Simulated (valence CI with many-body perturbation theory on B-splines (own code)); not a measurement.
Values are calculated unless marked as measured or tabulated.
Hf L: magnetic and hyperfine properties of the levels

Method: configuration interaction combined with many-body perturbation theory (CI+MBPT): five valence electrons over a frozen Dirac-Fock core [Ar], a basis of 7 s, 7 p, 8 d, 6 f, 4 g, 1 h functions for each j, with the one-electron correlation potential Σ1, the two-electron term Σ2, the three-electron term Σ3, Breit, model QED; selected CI, second order for the rest (own B-spline code, finite nucleus).

The last digits are not significant, and no measured levels were compared; by estimate large intervals hold to a few tenths of a per cent, small ones and those within an open d or f shell to about a per cent. Among the levels kept, up to 250 cm⁻¹ of a level comes from second order outside the variational space, and about a tenth of that is noise between levels of different J, which matters for small intervals. The list stops below the first excitations out of the core. Only levels of the ground parity were solved; by the run's estimate the other parity begins above the list, which can be wrong where configurations are misplaced.

A/g_I is the dipole constant over the nuclear g factor μ/I (μ in nuclear magnetons, uniformly magnetised nucleus), B/Q the quadrupole constant per barn. Both hold the static response of the core; the bare values leave it out. Large factors of s and p1/2 electrons are usually good to 5 to 10 %; those of open d and f shells near neutrality can be off by tens of per cent, and small factors of p3/2, d and f electrons come from cancelling terms and can be off by a factor of two or in sign, in half-filled shells by more. B is blank for J = 1/2, where it vanishes, and for nearly pure S terms. Energies count from the lowest level.

Levels are named by their leading jj configuration (3d3/2^4 stands for four electrons in 3d with j = 3/2), which in mixed levels can hold well under half, so a name can repeat and another be missing. Letters in brackets count levels of one name in rising energy.

```tsv
Level	E (cm⁻¹)	g	A/g_I (MHz)	A/g_I bare	B/Q (MHz/b)	B/Q bare
(3d3/2^4 3d5/2) J=5/2	0	1.295	32100	33000	60200	60800
(3d3/2^3 3d5/2^2) J=5/2 [a]	404280	1.333	19900	20900	23800	24000
(3d3/2^3 3d5/2^2) J=7/2 [a]	496230	1.157	39400	40000	67000	67700
(3d3/2^3 3d5/2^2) J=11/2	506810	1.102	50500	50900	-1490	-1630
(3d3/2^3 3d5/2^2) J=3/2 [a]	509980	1.160	49600	50200	55400	56000
(3d3/2^3 3d5/2^2) J=9/2	549070	1.132	45100	45600	68100	68800
(3d3/2^3 3d5/2^2) J=5/2 [b]	577010	1.132	46600	47100	-2670	-2670
(3d3/2^3 3d5/2^2) J=1/2	602830	1.802	-26000	-23600		
(3d3/2^3 3d5/2^2) J=7/2 [b]	613010	1.075	54800	55100	-72500	-73200
(3d3/2^3 3d5/2^2) J=3/2 [b]	740780	0.796	87000	86600	-70100	-70900
(3d3/2^2 3d5/2^3) J=5/2 [a]	893110	1.298	16600	17500	3980	4040
(3d3/2^2 3d5/2^3) J=7/2 [a]	959670	1.209	33500	34200	-3650	-3700
(3d3/2^2 3d5/2^3) J=11/2	963570	1.086	49500	49900	1270	1300
(3d3/2^2 3d5/2^3) J=9/2 [a]	979370	1.140	42800	43300	-7410	-7510
(3d3/2^2 3d5/2^3) J=13/2	1003200	1.066	53200	53500	-73.3	-66.2
(3d3/2^2 3d5/2^3) J=1/2 [a]	1015300	0.461	138000	136000		
(3d3/2^2 3d5/2^3) J=3/2 [a]	1025000	1.166	41600	42200	2320	2320
(3d3/2^2 3d5/2^3) J=5/2 [b]	1034500	1.020	58400	58600	-7500	-7570
(3d3/2^2 3d5/2^3) J=9/2 [b]	1075700	1.097	48800	49200	1890	1920
(3d3/2^2 3d5/2^3) J=7/2 [b]	1094700	0.981	65100	65100	-1740	-1770
(3d3/2^2 3d5/2^3) J=5/2 [c]	1111100	1.046	55200	55400	7750	7810
(3d3/2^2 3d5/2^3) J=3/2 [b]	1116700	0.848	80700	80400	5710	5810
(3d3/2^2 3d5/2^3) J=7/2 [c]	1162000	1.031	58800	59100	2380	2400
(3d3/2^2 3d5/2^3) J=1/2 [b]	1162600	1.764	-32400	-30200		
(3d3/2^2 3d5/2^3) J=9/2 [c]	1230200	1.103	48000	48400	24800	25100
(3d3/2^2 3d5/2^3) J=3/2 [c]	1351000	1.179	39100	39700	-20200	-20400
(3d3/2^2 3d5/2^3) J=5/2 [d]	1375300	1.187	38800	39400	16900	17100
(3d3/2 3d5/2^4) J=5/2 [a]	1456000	1.216	23800	24500	-27500	-27800
(3d3/2 3d5/2^4) J=7/2 [a]	1524100	1.179	37900	38500	-79200	-80100
(3d3/2 3d5/2^4) J=11/2	1536400	1.067	51600	51900	193	333
(3d3/2 3d5/2^4) J=3/2 [a]	1549400	0.977	55700	55800	-59500	-60100
(3d3/2 3d5/2^4) J=9/2	1594400	1.111	45800	46200	-87300	-88300
(3d3/2 3d5/2^4) J=5/2 [b]	1630500	1.107	46400	46800	13200	13300
(3d3/2 3d5/2^4) J=7/2 [b]	1656900	1.008	58000	58100	87700	88700
(3d3/2 3d5/2^4) J=1/2	1719100	1.267	-10900	-10100		
(3d3/2 3d5/2^4) J=3/2 [b]	1842000	0.864	84900	84600	86300	87300
```

Task: Take the isotope of mass number 179, with I = 9/2, μ = -0.6389 μN and Q = 3.79 b. What is the hyperfine structure of (3d3/2^4 3d5/2) J=5/2?

Result: From the table A = -4560 MHz, B = 228000 MHz. Shifts from the centre of gravity in MHz: F = 2: 167000, F = 3: 85100, F = 4: 2280, F = 5: -58500, F = 6: -68800, F = 7: 5700.
